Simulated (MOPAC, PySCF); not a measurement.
C3H3F, SMILES `C=C=CF`, neutral singlet in the gas phase. 

Cartesian coordinates (Å):
```xyz
7

C     -1.3257    -0.0211     0.1105
C     -0.0308    -0.0141    -0.0023
C      1.2614    -0.0451    -0.1288
F      2.0461     1.0151     0.1864
H     -1.9679     0.2936    -0.7057
H     -1.8135    -0.3361     1.0273
H      1.8303    -0.8922    -0.4873
```
Charge 0, spin multiplicity 1.

All levels are single points at this geometry (B3LYP-D3(BJ)/def2-TZVP); Pople sets use spherical d functions. Orbital energies aren't observables, and empty levels follow the basis.

```tsv
level	HOMO (eV)	LUMO (eV)	gap (eV)	dipole (D)	vertical IE, Delta-SCF (eV)
PBE-D3(BJ)/def2-TZVP in PySCF	-6.24	-1.73	4.51	1.64	–
ωB97X-D3(BJ)/def2-TZVP in PySCF	-9.95	1.53	11.48	1.80	–
B3LYP/3-21G in PySCF	-6.88	-0.30	6.57	1.62	–
B3LYP/6-311+G** in PySCF	-7.39	-1.11	6.28	1.99	–
B3LYP/6-31G* in PySCF	-6.90	-0.36	6.54	1.60	9.66
BP86/6-31G* in PySCF	-5.92	-1.30	4.62	1.44	–
M06-2X/6-31G* in PySCF	-8.49	0.78	9.28	1.71	–
PBE/6-31G* in PySCF	-5.81	-1.20	4.61	1.42	9.50
SVWN5/6-31G* in PySCF	-5.93	-1.42	4.51	1.50	9.72
HF/6-31G* in PySCF	-10.17	3.96	14.13	2.01	8.69
HF/STO-3G in PySCF	-8.10	7.83	15.93	1.10	–
PM6 in MOPAC	-10.38	0.42	10.80	1.70	–
PM7 in MOPAC	-10.44	0.27	10.70	1.86	–
```
